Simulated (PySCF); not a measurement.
Species: 4,4'-bipyridine, C10H8N2.
Numbering: `[cH:1]1[cH:2][c:3](-[c:4]2[cH:5][cH:6][n:7][cH:8][cH:9]2)[cH:10][cH:11][n:12]1` (hydrogens: H13 on C1; H14 on C2; H15 on C5; H16 on C6; H17 on C8; H18 on C9; H19 on C10; H20 on C11)

Method: PySCF, PBE0-D3(BJ)/def2-SVP geometry optimisation, gas phase; density fitting, grid level 1; the optimiser is geomeTRIC in internal coordinates, started from a GFN2-xTB structure with every atom displaced at random (about 0.01 Å).

Step 1: E = -13455.0219 eV
```
atom  x, y, z in Å  |  force x, y, z in eV/Å
C1     -2.9989    0.9350   -0.1443    0.367  -0.217   0.308
C2     -1.6166    1.1344   -0.1319   -0.076   0.091  -0.064
C3     -0.7573    0.0295   -0.1257   -0.138  -0.019  -0.043
C4      0.7100    0.1958   -0.0951    0.162   0.116  -0.063
C5      1.3543    1.1930   -0.8403   -0.249   0.024  -0.045
C6      2.7388    1.3132   -0.7630    0.035   0.050  -0.014
N7      3.5061    0.5379   -0.0035   -0.035  -0.111   0.110
C8      2.8986   -0.4101    0.7107    0.225   0.055  -0.079
C9      1.5256   -0.6255    0.6904   -0.246  -0.197   0.150
C10    -1.3580   -1.2363   -0.1387    0.159   0.033   0.005
C11    -2.7464   -1.3265   -0.1683   -0.091  -0.040  -0.020
N12    -3.5591   -0.2729   -0.1623   -0.059   0.149  -0.020
H13    -3.6577    1.8045   -0.0583   -0.156  -0.029  -0.192
H14    -1.2188    2.1510   -0.0960    0.032  -0.005   0.013
H15     0.7769    1.8555   -1.4938    0.074  -0.046   0.055
H16     3.2515    2.0843   -1.3508   -0.003  -0.016   0.007
H17     3.5440   -1.0379    1.3407   -0.061   0.051  -0.060
H18     1.0798   -1.4130    1.3080    0.079   0.073  -0.039
H19    -0.7447   -2.1409   -0.1456   -0.035   0.007  -0.011
H20    -3.2278   -2.3122   -0.1943    0.017   0.031   0.002
```

Step 2: E = -13455.0275 eV
```
atom  x, y, z in Å  |  force x, y, z in eV/Å
C1     -2.9783    0.9240   -0.1474   -0.197   0.402  -0.081
C2     -1.6035    1.1545   -0.1300   -0.155  -0.344  -0.021
C3     -0.7572    0.0403   -0.1094    0.019  -0.006   0.034
C4      0.7103    0.1989   -0.0762   -0.035  -0.005  -0.030
C5      1.3397    1.2064   -0.8173    0.053  -0.046   0.063
C6      2.7265    1.3219   -0.7531   -0.003   0.040  -0.038
N7      3.5002    0.5284   -0.0183   -0.061  -0.041   0.015
C8      2.8989   -0.4286    0.6848    0.107  -0.036   0.066
C9      1.5228   -0.6413    0.6949   -0.009   0.092  -0.112
C10    -1.3582   -1.2251   -0.1181    0.091  -0.106   0.025
C11    -2.7467   -1.3312   -0.1527    0.112   0.091   0.031
N12    -3.5534   -0.2742   -0.1634    0.066  -0.019   0.005
H13    -3.6595    1.7830   -0.1585   -0.027   0.008   0.025
H14    -1.2073    2.1725   -0.1141   -0.028  -0.037   0.028
H15     0.7584    1.8778   -1.4535    0.016  -0.011   0.005
H16     3.2356    2.0988   -1.3354    0.006   0.004   0.006
H17     3.5519   -1.0685    1.2894    0.004  -0.011   0.004
H18     1.0876   -1.4334    1.3088    0.019   0.019  -0.009
H19    -0.7432   -2.1277   -0.1186    0.012  -0.001  -0.016
H20    -3.2242   -2.3177   -0.1741    0.010   0.008   0.002
```

Task: Estimate the geometry and energy of step 3. (The exact step hangs on the optimiser's Hessian estimate; all steps are aligned on step 2, rigid shifts and turns removed.)

Result: E = -13455.0286 eV, largest force 0.259 eV/Å
```
atom  x, y, z in Å  |  force x, y, z in eV/Å
C1     -3.0049    0.9356   -0.1535    0.076  -0.049  -0.223
C2     -1.6275    1.1408   -0.1336    0.096   0.213  -0.006
C3     -0.7586    0.0435   -0.1044    0.014  -0.054   0.037
C4      0.7098    0.2096   -0.0765   -0.044   0.019   0.031
C5      1.3447    1.2198   -0.8069    0.107  -0.035   0.067
C6      2.7331    1.3248   -0.7429   -0.004   0.000  -0.021
N7      3.5043    0.5154   -0.0216    0.007   0.024  -0.034
C8      2.9030   -0.4470    0.6716   -0.103   0.045   0.000
C9      1.5225   -0.6416    0.6827    0.072   0.045  -0.082
C10    -1.3398   -1.2292   -0.1026   -0.166   0.185   0.020
C11    -2.7301   -1.3175   -0.1328   -0.109  -0.233   0.025
N12    -3.5549   -0.2734   -0.1582    0.018  -0.110   0.023
H13    -3.6960    1.7867   -0.2118    0.082  -0.013   0.120
H14    -1.2312    2.1582   -0.1274    0.018   0.019   0.018
H15     0.7706    1.9019   -1.4351   -0.025   0.029  -0.027
H16     3.2471    2.1048   -1.3161    0.003   0.012   0.003
H17     3.5516   -1.1012    1.2632    0.024  -0.031   0.026
H18     1.0867   -1.4360    1.2895   -0.026  -0.032   0.030
H19    -0.7251   -2.1316   -0.1012   -0.023   0.003  -0.013
H20    -3.2050   -2.3046   -0.1445   -0.018  -0.037   0.005
```

The energy changes by -0.0011 eV. The first-order estimate −F·Δx gives -0.0284 eV and the mean of the old and new forces, exact on a quadratic surface, -0.0012 eV. The step makes an angle of 70° with the force vector and moves no atom by more than 0.065 Å.

What follows is the cost of the whole optimisation. Hardware: AMD EPYC 7B13, one thread (shared host). Cost: 3.4 min, 0.89 GiB resident at most.
